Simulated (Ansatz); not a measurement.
```yaml
crystal:
  periodic: [false, false, false]
  atoms:
    - {symbol: C, position_ang: [4.643864, -0.529059, -0.063762]}
    - {symbol: C, position_ang: [3.206384, -0.154786, -0.328478]}
    - {symbol: O, position_ang: [2.861088, 0.530813, -1.257009]}
    - {symbol: S, position_ang: [2.106863, -0.850915, 0.887208]}
    - {symbol: C, position_ang: [0.429708, -0.301385, 0.376048]}
    - {symbol: C, position_ang: [0.060234, -0.839196, -1.010965]}
    - {symbol: C, position_ang: [-1.383160, -0.438406, -1.339077]}
    - {symbol: C, position_ang: [-1.504138, 1.088406, -1.321120]}
    - {symbol: C, position_ang: [-1.144081, 1.615687, 0.071069]}
    - {symbol: C, position_ang: [-2.092567, 1.011219, 1.109859]}
    - {symbol: C, position_ang: [-1.963006, -0.514501, 1.090861]}
    - {symbol: C, position_ang: [-2.331120, -1.041186, -0.299076]}
    - {symbol: C, position_ang: [-0.519116, -0.909074, 1.420972]}
    - {symbol: C, position_ang: [0.300457, 1.225600, 0.407502]}
    - {symbol: H, position_ang: [4.764067, -1.622253, -0.099378]}
    - {symbol: H, position_ang: [5.276616, -0.060070, -0.827897]}
    - {symbol: H, position_ang: [4.951379, -0.193116, 0.937734]}
    - {symbol: H, position_ang: [0.166133, -1.936775, -1.017281]}
    - {symbol: H, position_ang: [0.751618, -0.430632, -1.761472]}
    - {symbol: H, position_ang: [-1.639330, -0.819444, -2.341604]}
    - {symbol: H, position_ang: [-0.834228, 1.529874, -2.077706]}
    - {symbol: H, position_ang: [-2.532081, 1.389734, -1.585609]}
    - {symbol: H, position_ang: [-1.228487, 2.715013, 0.084988]}
    - {symbol: H, position_ang: [-3.133791, 1.303924, 0.892116]}
    - {symbol: H, position_ang: [-1.853687, 1.400714, 2.114154]}
    - {symbol: H, position_ang: [-2.633586, -0.955661, 1.846922]}
    - {symbol: H, position_ang: [-2.264924, -2.142384, -0.318301]}
    - {symbol: H, position_ang: [-3.375926, -0.778876, -0.537332]}
    - {symbol: H, position_ang: [-0.244641, -0.550570, 2.427684]}
    - {symbol: H, position_ang: [-0.413672, -2.007283, 1.426949]}
    - {symbol: H, position_ang: [0.574803, 1.596214, 1.409176]}
    - {symbol: H, position_ang: [0.998325, 1.668383, -0.317154]}
basis:
  gaussian: {orbitals: def2-mTZVP}
hamiltonian: {xc: {name: HSE06}}
correlation: {method: rpa}
```

```sh
$ ansatz run in.yaml --threads 4 --pin off --events-out ev --progress --plain --max-ram 6963MiB
```

Output, abridged:

```
Functional definition: HSE06
3154 factors; integrals over basis functions are off by at most 1.3e-3 eV
233 factors; integrals over basis functions are off by at most 2.8e-7 eV
mean field evaluation 1: about -25574.1080 eV, gradient 1.1e2 eV
mean field evaluation 2: about -25574.8623 eV, gradient 1.1e2 eV
mean field evaluation 4: about -25600.7421 eV, gradient 3.6e1 eV
mean field evaluation 8: about -25603.4657 eV, gradient 1.7e0 eV
mean field evaluation 16: about -25603.5010 eV, gradient 7.7e-4 eV
mean field -25603.50102918 eV, -940.9113081462 hartree, gradient 3.8e-6 eV, S^2 0.000000; 0 other end points of the search recorded, 0 dependent functions left out
18 core orbitals not correlated: weight in the atoms' cores, before any rotation towards them, 1.000 or more for the frozen orbitals, at most 0.000 for the correlated occupied ones
reference -25507.59713728 eV, -937.3869051246 hartree; 39, 39 occupied and 271, 271 virtual orbitals, 3154 factors
Total energy: -25586.54481614 eV, -940.2881788101 hartree
```

Run time 49 s (4 threads of Arm Neoverse V2 on a shared host), peak host memory 2.1 GiB.

HSE06 is defined as in plane-wave codes, on full-range PBE exchange. Correlated methods freeze 18 core orbitals.
